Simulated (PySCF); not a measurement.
**Field gradients at the hydrogen positions**

C₇H₁₅FSi.
Structure used (GFN2-xTB), in Å, numbered top down from 1:
```xyz
24
C7H15FSi angstrom
C     -1.794    2.312    0.654
C     -1.532    0.876    1.115
C     -0.587    0.184    0.170
C      0.731    0.190    0.374
Si     2.034   -0.557   -0.744
C      3.696   -0.441    0.206
F      3.993    0.874    0.510
C     -1.221   -0.502   -1.003
C     -1.647   -1.923   -0.631
H     -2.486    2.805    1.332
H     -2.221    2.324   -0.346
H     -0.864    2.875    0.635
H     -1.106    0.901    2.120
H     -2.480    0.336    1.158
H      1.092    0.693    1.265
H      2.186    0.174   -2.008
H      1.848   -1.990   -1.021
H      3.677   -0.977    1.159
H      4.538   -0.817   -0.380
H     -0.515   -0.549   -1.833
H     -2.100    0.060   -1.327
H     -0.781   -2.503   -0.321
H     -2.363   -1.909    0.188
H     -2.110   -2.416   -1.483
```

Level: PBE0/pcSseg-1 (PySCF, non-relativistic); Q(2H) = 0.00286 b; rigid geometry, the same for H and D, with no vibrational averaging.

Question: Rank these positions by the coupling χzz of a deuteron there, largest first.
A. H19 (methylene hydrogen)
B. H10 (methyl hydrogen)
C. H17 (Si–H hydrogen)
D. H15 (vinylic hydrogen)

Answer: D (217 kHz), B (212 kHz), A (202 kHz), C (106 kHz).

Question: Tabulate Vzz, the asymmetry η and χzz = 234.96 MHz × Q × Vzz for every hydrogen position.

Answer: 
```
atom  bonded to  bond length (Å)  Vzz (au)     η  χzz (kHz)
 H10         C1            1.088    0.3160  0.02        212
 H11         C1            1.088    0.3151  0.03        212
 H12         C1            1.087    0.3133  0.02        211
 H13         C2            1.092    0.3036  0.02        204
 H14         C2            1.092    0.3038  0.02        204
 H15         C4            1.085    0.3232  0.07        217
 H16        Si5            1.468    0.1597  0.02        107
 H17        Si5            1.471    0.1577  0.02        106
 H18         C6            1.093    0.2993  0.10        201
 H19         C6            1.092    0.3010  0.10        202
 H20         C8            1.091    0.3057  0.03        205
 H21         C8            1.092    0.3035  0.02        204
 H22         C9            1.087    0.3139  0.03        211
 H23         C9            1.088    0.3151  0.03        212
 H24         C9            1.087    0.3162  0.02        213
```

Question: Average by the element that carries the hydrogen.

Answer: on C: 208 kHz over 13 positions, mean bond length 1.089 Å; on Si: 107 kHz over 2 positions, mean bond length 1.470 Å.

Question: A static deuteron (I = 1) shows a doublet split by (3/2)χ, (3/4)χ(1 + η) and (3/4)χ(1 − η) with the field along z, y and x of the gradient. What are these for H18?

Answer: With |χ| = 201.1 kHz and η = 0.098: 302, 166 and 136 kHz, to first order and without motion.

The structure is a single GFN2-xTB conformer in the gas phase; no vibrational or solvent corrections. GFN2-xTB bond lengths can be off by several hundredths of an ångström, more for odd bonds, and the gradients follow them. The basis is small and wasn't made for field gradients, so the couplings can be 20 % off.

The run behind these numbers computed NMR shieldings as well. Hardware: an Arm Neoverse N1 with one thread, shared host. Cost: 2.0 min wall (with the writing of density and orbital grids), 1.1 GiB resident at most.
